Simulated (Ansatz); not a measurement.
Si4, relaxed as a singlet with RKS r2SCAN-D4/def2-TZVP in Ansatz, starting from the GFN1-xTB geometry. Force threshold 0.02 eV/Å.

The structure comes from a short search, and lower isomers may exist.

Start:

Cartesian coordinates in Å:
```
Si 1.683 0.407 0.792
Si -1.539 0.077 -1.119
Si -0.640 0.488 0.996
Si 0.496 -0.973 -0.669
```

Estimate the energy that the relaxation releases and the steps that it takes.

0.14 eV, in 6 steps; 19 s on 2 threads of Arm Neoverse V1 on a shared host. No frequencies were taken in this run, so the end may be a saddle point.

Does the start keep its bonding and symmetry?

By distances, no bond broke or formed. The bond that changes most is Si3–Si4, from 2.49 to 2.39 Å (atoms count from 1). Point group C2v at the start, D2h at the end, both within 0.05 Å.

Predict the relaxed structure.


```
atom    x (Å)    y (Å)    z (Å)
 Si1   1.6977   0.1753   1.0054
 Si2  -1.6968  -0.1721  -1.0076
 Si3  -0.5461   0.6997   0.8002
 Si4   0.5452  -0.7030  -0.7980
```
Bond lengths: 5 × Si–Si 2.31 to 2.39 Å.
